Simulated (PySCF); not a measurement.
A GIAO shielding run with PySCF 2.14.0 with density-fitted response routines (density fitting, non-relativistic, gas phase) on `ClC[C@H]1CBCCC1`, C6H12BCl:

```
$ OMP_NUM_THREADS=1 python probes_run.py task.json out

{"job": {"kind": "nmr", "xc": "mPW1PW91", "basis": "pcSseg-1", "pop": false}, "charge": 0, "multiplicity": 1}
Cl    -8.241129     1.466144    -0.543300
C     -7.174867     0.110585    -0.061632
C     -5.715051     0.376098    -0.385567
C     -5.158271     1.606682     0.332200
B     -3.599864     1.716082     0.389215
C     -2.720206     0.446589     0.146055
C     -3.429927    -0.717824    -0.544249
C     -4.878169    -0.871571    -0.088106
H     -7.544908    -0.780735    -0.587855
H     -7.318927    -0.039483     1.019362
H     -5.657784     0.559988    -1.474529
H     -5.643868     2.533786    -0.012680
H     -5.426208     1.559587     1.413388
H     -3.081899     2.752635     0.752342
H     -2.444826     0.163055     1.187397
H     -1.749827     0.687101    -0.319717
H     -3.424906    -0.550732    -1.635868
H     -2.887230    -1.664109    -0.384514
H     -4.906329    -1.078637     0.998950
H     -5.331158    -1.749296    -0.579046
```

Hardware: 1 thread of an Intel Xeon, shared host. The job also computes ring-centre shieldings.

Q: How large is the calculation?

A: 70 electrons, 203 basis functions and 1067 auxiliary functions.

Q: How long does it take, and how much memory does it need?

A: 92 s of wall time, with 12 SCF cycles and 5 response iterations; peak memory 1.1 GiB. Times on a shared host scatter by some tens of per cent.

Q: And these other runs on the same molecule and hardware: GIAO shielding at PBE0/pcSseg-1?

A: PBE0/pcSseg-1: 203 functions, 2.2 min.
